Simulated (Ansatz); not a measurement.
C2H7B2ClO, SMILES `CCB(O)BCl`, relaxed with RKS PBE0-D4/def2-TZVP in Ansatz from a PBE-D4/def2-SVP geometry. The force threshold is 0.005 eV/Å; the program also tests the step.

The species carries charge 0 and has multiplicity 1.

Start:

```xyz
13

C    -1.414    0.977    0.504
C    -1.046   -0.238   -0.369
B     0.442   -0.725   -0.172
O     0.674   -2.043    0.104
B     1.833    0.312   -0.292
Cl    3.399   -0.456    0.049
H    -1.382    0.726    1.585
H    -0.714    1.825    0.347
H    -2.435    1.352    0.287
H    -1.143    0.054   -1.443
H    -1.762   -1.072   -0.212
H     1.638   -2.200    0.204
H     1.909    1.487   -0.592
```

Problem. By how much does the energy fall, and how many steps does the optimiser take? (An estimate is asked.)

Solution. The calculation gave: 1.15 kcal/mol, in 13 steps, 1 of them rejected.

Problem. Which bonds change most? (Estimate.)

Solution. Computed: B5–H13 from 1.215 to 1.194 Å; B5–Cl6 from 1.777 to 1.757 Å; C1–H9 from 1.110 to 1.092 Å; O4–H12 from 0.982 to 0.965 Å.

Problem. Give the relaxed structure. (An estimate is asked.)

Solution. The calculation gave: 
```xyz
13

C    -1.380    0.970    0.511
C    -1.036   -0.232   -0.371
B     0.439   -0.729   -0.185
O     0.653   -2.045    0.066
B     1.812    0.316   -0.297
Cl    3.367   -0.342    0.192
H    -1.331    0.712    1.572
H    -0.689    1.802    0.345
H    -2.389    1.340    0.312
H    -1.145    0.066   -1.424
H    -1.747   -1.048   -0.208
H     1.589   -2.250    0.180
H     1.856    1.443   -0.691
```
